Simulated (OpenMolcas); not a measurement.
## Levels of neutral dysprosium by method

```
Program             : OpenMolcas 26.06
Basis               : ANO-RCC-VTZP [8s7p5d3f2g1h]
Scalar Hamiltonian  : DKH2, point nucleus
Active space        : 10 electrons in 12 orbitals (RAS2 4f; RAS3 5d, at most 1 electron)
State averaging     : 2S+1 = 5 even, 35 roots (13 in the spin-orbit step); 2S+1 = 3 even, 57 roots kept (CI in the orbitals of an earlier block, 0 in the spin-orbit step); 2S+1 = 1 even, 17 roots kept (CI in the orbitals of an earlier block, 0 in the spin-orbit step); 2S+1 = 7 odd, 105 roots (90 in the spin-orbit step); 2S+1 = 5 odd, 103 roots kept (CI in the orbitals of an earlier block); 2S+1 = 3 odd, 11 roots kept (CI in the orbitals of an earlier block)
Spin-orbit coupling : state interaction with AMFI integrals over the reference wave functions, term energies averaged over their components
```

Methods on the same reference wave functions:
A. RASSCF
B. SS-RASPT2, IPEA 0.25 Eh, imaginary shift 0.1 Eh (closed shells correlated: 5s 5p 6s)

Energies in cm⁻¹ above 4f¹⁰ 6s² ⁵I₈, the measured ground level; measured values from NIST Handbook of Basic Atomic Spectroscopic Data.

```tsv
Level	A	B	Measured
4f⁹ 5d 6s² ⁷H°₈(1)	-16906	10840	
4f⁹ 5d 6s² ⁷H°₇(1) [69 %]	-15592	12020	
4f⁹ 5d 6s² ⁷H°₆(1) [59 %]	-13682	13860	
4f⁹ 5d 6s² ⁷I°₉	-13218	14690	9991
4f⁹ 5d 6s² ⁷H°₅(1) [67 %]	-11571	16070	
4f⁹ 5d 6s² ⁷I°₈ [63 %]	-11166	16480	12007
4f⁹ 5d 6s² ⁷F°₆(1) [67 %]	-10756	15940	
4f⁹ 5d 6s² ⁷G°₇(1) [56 %]	-10693	16940	
4f⁹ 5d 6s² ⁷H°₄(1)	-9608	18100	
4f⁹ 5d 6s² ⁷K°₁₀	-8805	18180	
4f⁹ 5d 6s² ⁷F°₅(1) [55 %]	-8143	18690	
4f⁹ 5d 6s² ⁷I°₆ [56 %]	-8142	19300	14971
4f⁹ 5d 6s² ⁷H°₃(1)	-7923	19830	
4f⁹ 5d 6s² ⁷H°₂(1)	-6589	21180	
4f⁹ 5d 6s² ⁷I°₅ [67 %]	-6481	21000	16685
4f⁹ 5d 6s² ⁵I°₈(1) [62 %]	-6465	19580	
4f¹⁰ 6s² ⁵I₈	0.0	0.0	0.0
4f¹⁰ 6s² ⁵I₇	3692	3690	4134
```

A puts 4f⁹ 5d 6s² ⁷H°₈(1) lowest.

Deviations, from unrounded energies. A percentage is the sum of absolute deviations over the sum of measured energies, with the sign that they share, or ± where signs differ.

```
                  Against measurement  Levels       A      B
       mean absolute deviation (cm-1)       5   19000   3700
fine structure of the ground term (%)       1   -10.7  -10.7
             other configurations (%)       4  -172.7  +33.2
```

B lies closest to measurement on these levels. The largest miss of B in the table is 4f⁹ 5d 6s² ⁷I°₉, by +4700 cm-1. The ranking rests on the paired levels alone, and a cruder setting can come out closer through cancelling errors.

The lowest spin-free term lies below A's lowest term by 0.881 hartree in B.

CASPT2 breaks the degeneracy within a term, and the mean is taken; among the terms shown or strongly mixed into the levels shown the widest spread is 630 cm-1 (4f⁹ 5d 6s² ⁷K°, B). High states are left out of the spin-orbit mixing, which shifts the levels that they would mix with. Terms from blocks run as CI alone lack orbitals of their own. Without dynamic correlation excited terms often stand tens of per cent too high (terms of higher spin than the ground term too low), and those without a measured partner can miss by more than the paired ones (holds for A). The lowest computed level is not the ground level that NIST lists (5I8) (holds for A). Each CASPT2 term energy is a mean over a sample of three components (holds for B). The CASPT2 spread within a term exceeds the gap to the next term for 4f⁹ 5d 6s² ⁷G°(1) and 4f⁹ 5d 6s² ⁷F°(1), so the order of their levels is uncertain, and so are names and mixing where such terms share a J (holds for B). Measured partners are found by configuration, term and J. A level has none where our copy of the source lacks it or the pairing is in doubt (some pairs that miss far off the trend of their configuration count as doubtful), and it then counts in no deviation. Levels of configurations outside the active space are missing. The table leaves out levels that lie high or whose names do not pair safely across all columns.

A share in square brackets marks a mixed level and gives the weight of the term that names it, the lowest over the columns. A number in round brackets counts repeated terms of one configuration in the order of the reference energies. ° marks odd parity.
